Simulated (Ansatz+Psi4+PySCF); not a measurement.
Values are calculated unless marked as measured or tabulated.
This PySCF input gave a total energy of -14.31699 hartree.

```python
from pyscf import gto, scf, mp

mol = gto.M(atom="""
Be 0.000000 0.000000 0.000000
""", basis='cc-pcvtz', charge=1, spin=1)
mf = scf.UHF(mol)
mf.kernel()
pt = mp.MP2(mf, frozen=None).run()
print(mf.e_tot, pt.e_corr, pt.e_tot)
```

(1) Write an input for Ansatz with the same method and basis set.

Results:

(1)

```yaml
crystal:
  periodic: [false, false, false]
  atoms:
    - { symbol: Be, position_ang: [0.0, 0.0, 0.0] }
basis:
  gaussian: { orbitals: cc-pCVTZ }
total_charge: 1
magnetization:
  spin_polarized: true
  initial_magnetization: 1
hamiltonian:
  xc: hf
correlation:
  method: mp2
  frozen_orbitals: { Be: 0 }
scf:
  omitted_lower_state_checks: [stability, starts, atomic_configurations, cluster_reference, orbital_swaps, given_window_search, neighbouring_geometries, increment]
```

Ansatz (development build ahead of 0.2.0) gave -14.31699 hartree, 0.00 meV from the first.
